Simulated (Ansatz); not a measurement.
GeCl2F2⁺, that is GeF2Cl2 with one electron fewer. The state is a doublet with charge 1. Geometry PBE-D4/def2-SVP, that of the neutral singlet; atoms count from 1.

Cartesian coordinates in Å:
```
Ge -0.018 -0.036 -0.038
F 0.399 -0.085 -1.719
F -1.121 -1.347 0.220
Cl -0.991 1.806 0.399
Cl 1.731 -0.337 1.137
```

Estimate the Mulliken populations from the PBE0/def2-TZVP orbitals of Ansatz.


| atom | charge (e) | spin (α − β) |
| --- | --- | --- |
| Ge1 | 1.11 | -0.06 |
| F2 | -0.25 | 0.01 |
| F3 | -0.25 | 0.01 |
| Cl4 | 0.20 | 0.52 |
| Cl5 | 0.20 | 0.52 |
Mulliken values and Mayer orders depend strongly on the basis.

Where does the spin sit?

Summed by element: Ge -0.06, F 0.01, Cl 1.05, of 1 unpaired in all. Largest on single atoms: Cl4 0.52, Cl5 0.52, Ge1 -0.06.

And the Mayer bond orders between bonded heavy atoms (over 0.3)?

Ge1–F2 1.10 (1.73 Å); Ge1–F3 1.10 (1.73 Å); Ge1–Cl4 0.99 (2.13 Å); Ge1–Cl5 0.99 (2.13 Å). Values over 0.3 also appear between atoms too far apart for a bond (Cl4–Cl5 0.42 at 3.54 Å); they arise where an orbital or an unpaired electron spreads over both atoms.
